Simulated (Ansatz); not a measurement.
# Energy profile

The step: SiH₃Br ([SiH3][Br]) + CH₄ → CH₆Si ([CH3][SiH3]) + HBr; bonds formed: Si1–C7, Br2–H6; bonds broken: Si1–Br2, H6–C7 (atoms numbered as in the saddle structure below).

| atom | x (Å) | y (Å) | z (Å) |
| --- | --- | --- | --- |
| Si1 | -1.0161 | 0.2220 | -0.2540 |
| Br2 | -0.0431 | -2.0632 | -1.4842 |
| H3 | -1.1092 | 0.6666 | -1.6521 |
| H4 | -1.1702 | 1.4647 | 0.5676 |
| H5 | -1.9241 | -0.7609 | 0.3547 |
| H6 | 0.5453 | -0.6662 | -0.2525 |
| C7 | 0.9759 | 0.1886 | 0.5296 |
| H8 | 1.2131 | 1.1850 | 0.1615 |
| H9 | 1.8847 | -0.4225 | 0.4633 |
| H10 | 0.6438 | 0.1860 | 1.5661 |

Electronic energies by CCSD(T) at an estimated basis limit (MP2 extrapolated from triple and quadruple zeta, plus CCSD(T) − MP2 in triple zeta), on PBE0-D4/def2-TZVP structures; CH$_{7}$BrSi, closed shell; no counterpoise correction. Computed with Ansatz 0.2.0 (basis: def2-TZVPP and def2-QZVPP); correlated methods freeze the cores. Filled d shells of the heavier atoms are correlated. The def2 sets are not built for correlating such inner shells, so the correlated values are less sure here. Extrapolation: Hartree–Fock as exp(−7.88 √X), correlation as X^−2.97.

Task: Give the profile in kJ/mol, counted from the separated reactants. (An estimate is asked for; the value comes from the calculation.)

Result: By the calculation:
| point | kJ/mol |
| --- | --- |
| separated: SiH$_{3}$Br (linked as [SiH3][Br]; Si1, Br2, H3, H4, H5; singlet) + CH$_{4}$ (H6, C7, H8, H9, H10; singlet) | 0.0 |
| start structure | -3.8 |
| saddle | 259.8 |
| end structure | 91.9 |
| separated: CH$_{6}$Si (linked as [CH3][SiH3]; Si1, H3, H4, H5, C7, H8, H9, H10; singlet) + HBr (Br2, H6; singlet) | 99.3 |

T1 diagnostic: at most 0.010. The start structure is not quite a true minimum (one mode of 31i cm⁻¹).

For scale, one of the runs: CCSD(T)/def2-TZVPP, 219 basis functions, launched by `ansatz run in.yaml --threads 4 --pin off --events-out ev --progress --plain --max-ram 9574MiB`. Time: 83 s of wall clock on 4 CPU threads of an Arm Neoverse V2; the host was shared. Peak host memory: 3.2 GiB.
